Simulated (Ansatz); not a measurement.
C3H9Sb (trimethylantimony): the vertical ionisation energy, rung by rung

The species is C3H9Sb (13 atoms), meant as a singlet with charge 0. As SMILES, `C[Sb](C)C`. The coordinates come from a PBE0-D4/def2-TZVP relaxation.

Each level gives the vertical ionisation energy (to the doublet cation) (eV). The values are calculated.

| level | kind | program | value (eV) | less CCSD(T)/def2-SVP | CPU time (all runs) |
| --- | --- | --- | --- | --- | --- |
| SVWN5/def2-SVP (core potential) | LDA | Ansatz | 8.42 | +0.23 | 11 s |
| revPBE/def2-SVP (core potential) | GGA | Ansatz | 8.17 | -0.02 | 17 s |
| r2SCAN/def2-SVP (core potential) | meta-GGA | Ansatz | 8.30 | +0.11 | 33 s |
| r2SCAN0/def2-SVP (core potential) | hybrid meta-GGA | Ansatz | 8.37 | +0.18 | 35 s |
| HSE06/def2-SVP (core potential) | range-separated hybrid | Ansatz | 8.32 | +0.13 | 23 s |
| B2PLYP/def2-SVP (core potential) | double hybrid | Ansatz | 8.29 | +0.10 | 31 s |
| RPA@PBE0/def2-SVP (core potential) | RPA | Ansatz | 8.28 | +0.09 | 47 s |
| MP2/def2-SVP (core potential) | perturbation theory | Ansatz | 8.19 | 0.00 | 13 s |
| CCSD(T)/def2-SVP (core potential) | coupled cluster or CI | Ansatz | 8.19 | 0.00 | 3.6 min |

CCSD(T)/def2-SVP (core potential) is the highest level here, not the true value. Spin-orbit coupling, which can split open shells on such heavy atoms by tenths of an eV, is left out. The values span 8.17 to 8.42 eV. In the correlated wave-function rows the outer d shell of Sb is correlated, in sets not made for it. CPU times are rough (shared hosts, several kinds of processor): they show what a rung costs within a factor of a few.
